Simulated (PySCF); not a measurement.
Hf(Cl)2(SH)2 (Cl2H2HfS2), SMILES [Hf]([SH])([Cl])([SH])[Cl], multiplicity 1. The structure is a stationary point at PBE0-D3(BJ)/def2-SVP. The spin state was assumed, not searched. The structure was generated by enumeration; whether it is a known compound was not checked. The def2 effective core potentials stand for the cores of Hf; spin–orbit coupling is left out. The values are those of a single conformer.

Computed equilibrium geometry at PBE0-D3(BJ)/def2-SVP (PySCF confirms it by a frequency run) as a Z-matrix (one conformer of several):
```
Hf
Cl 1 2.3367
Cl 1 2.3412 2 113.09
S 1 2.4137 2 109.91 3 124.92
H 4 1.3568 1 90.79 2 -159.36
S 1 2.4189 2 109.89 4 113.60
H 6 1.3569 1 92.49 2 66.82
```
